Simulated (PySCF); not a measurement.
Species: C3H8F2Si.
Cartesian coordinates in Å at the GFN2-xTB level; atoms count from 1:
```
atom  x, y, z in Å
C1    -2.0564   -0.1418    0.0328
C2    -0.6829   -0.0837   -0.6267
C3     0.4456   -0.0402    0.3997
F4     0.4486   -1.2374    1.1184
Si5    2.1876    0.2046   -0.3651
F6     2.1146    1.6329   -1.1107
H7    -2.8360   -0.2134   -0.7215
H8    -2.1228   -1.0106    0.6837
H9    -2.2331    0.7509    0.6295
H10   -0.5456   -0.9624   -1.2603
H11   -0.6039    0.8058   -1.2545
H12    0.2243    0.7309    1.1502
H13    3.2061    0.3341    0.6614
H14    2.4532   -0.7702   -1.4088
```

Lines to be assigned: C 1s: 290.69 (area 1), 290.98 (area 1), 292.49 (area 1) eV; F 1s: 692.24 (area 1), 692.42 (area 1) eV; Si 1s: 1847.85 eV; Si 2p3/2: 108.01 eV.

Method: PySCF, delta-SCF UKS SCAN, pcX-2 on the ionised atom, pcseg-1 elsewhere, spin-free X2C. The structure is a single GFN2-xTB conformer in the gas phase; no vibrational or solvent corrections.

Q: Order the carbon atoms by C 1s binding energy.

A: 290.69 eV: C1 (methyl carbon); 290.98 eV: C2 (chain CH2 carbon); 292.49 eV: C3 (sp3 C–F carbon). Lowest listed C 1s: C1, bonded to C and 3 H. Highest, 1.80 eV above it: C3, bonded to F, C, H and Si. The widest gap between neighbouring values is 1.51 eV, between 290.98 and 292.49 eV. Summing the Pauling electronegativity differences to the bonded atoms, each weighted by its formal bond order, gives -1.05 for the lowest site and +0.43 for the highest; no listed site has a larger sum than the highest.

Q: Assign the F 1s lines to atoms.

A: 692.24 eV: F4 (alkyl fluorine); 692.42 eV: F6 (silicon-bound fluorine). The 2 F 1s values lie within 0.18 eV of each other; Gaussian lines of 0.5 eV full width would blend them into one maximum.

Bonded neighbours of each site: C1: C and 3 H; C2: 2 C and 2 H; C3: F, C, H and Si; F4: C; Si5: F, C and 2 H; F6: Si.

Q: What is the longest wavelength that can ionise F 1s of F4 vertically?

A: λ = hc/E = 12398.42 eV Å / 692.24 eV = 17.911 Å.

Spin–orbit coupling isn't in the SCF: each 2p doublet comes from a relaxed spin-free hole plus a matrix of the shell (mean-field spin–orbit coupling and the ground-state 2p splitting), with 2p3/2 averaged over its two sublevels. 2p1/2 minus 2p3/2 (ligand field included): Si 0.63 eV.
